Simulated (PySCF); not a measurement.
C₂H₃AlClF, SMILES C=[CH][Al]([F])[Cl].

Coordinates come from a PBE-D3(BJ)/def2-SVP optimisation. The structure was generated by enumeration; whether it is a known compound was not checked. The values are those of a single conformer.

These are PBE/def2-TZVP (PySCF) values and carry that method's errors.

Symmetry labels are those of the subgroup Cs that the program uses (full group Cs).

Computed valence orbital energies around the gap with their symmetry:
```json
[
 {"orbital": "HOMO−7", "symmetry": "A'", "energy (eV)": "-10.19"},
 {"orbital": "HOMO−6", "symmetry": "A'", "energy (eV)": "-9.77"},
 {"orbital": "HOMO−5", "symmetry": "A\"", "energy (eV)": "-9.61"},
 {"orbital": "HOMO−4", "symmetry": "A'", "energy (eV)": "-9.32"},
 {"orbital": "HOMO−3", "symmetry": "A\"", "energy (eV)": "-8.17"},
 {"orbital": "HOMO−2", "symmetry": "A'", "energy (eV)": "-7.98"},
 {"orbital": "HOMO−1", "symmetry": "A'", "energy (eV)": "-7.66"},
 {"orbital": "HOMO", "symmetry": "A\"", "energy (eV)": "-7.40"},
 {"orbital": "LUMO", "symmetry": "A\"", "energy (eV)": "-2.47"},
 {"orbital": "LUMO+1", "symmetry": "A'", "energy (eV)": "-1.38"},
 {"orbital": "LUMO+2", "symmetry": "A\"", "energy (eV)": "-0.40"},
 {"orbital": "LUMO+3", "symmetry": "A'", "energy (eV)": "0.42"}
]
```
